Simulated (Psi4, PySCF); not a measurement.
Input for Psi4:
```
memory 2 GB

molecule mol {
1 2
C    -0.073882    1.119810    0.010353
S    -0.041344   -0.650098   -0.006703
H     1.309198   -0.804870    0.002888
H    -1.108580    1.459369    0.005168
H     0.444890    1.505535    0.894568
H     0.459297    1.522683   -0.857495
}

set {
  basis 6-31g*
  reference uhf
  freeze_core true
  mp2_type conv
  scf_type pk
  puream true
  d_convergence 1e-8
}

energy('ccsd(t)')
print_variables()
```

Give the equivalent PySCF input.

Several could match; the one computed here: 
```python
from pyscf import gto, scf, cc

mol = gto.M(
    atom='''
C    -0.073882    1.119810    0.010353
S    -0.041344   -0.650098   -0.006703
H     1.309198   -0.804870    0.002888
H    -1.108580    1.459369    0.005168
H     0.444890    1.505535    0.894568
H     0.459297    1.522683   -0.857495
''',
    basis='6-31g*',
    charge=1,
    spin=1,
    verbose=4,
)

mf = scf.UHF(mol)
mf.kernel()

mycc = cc.CCSD(mf, frozen=6)
mycc.kernel()
et = mycc.ccsd_t()
print('E(CCSD(T)) = %.10f' % (mycc.e_tot + et))
```

Both were run: Psi4 gave -437.660585 Eh and PySCF -437.660585 Eh, 0.000 mEh apart.
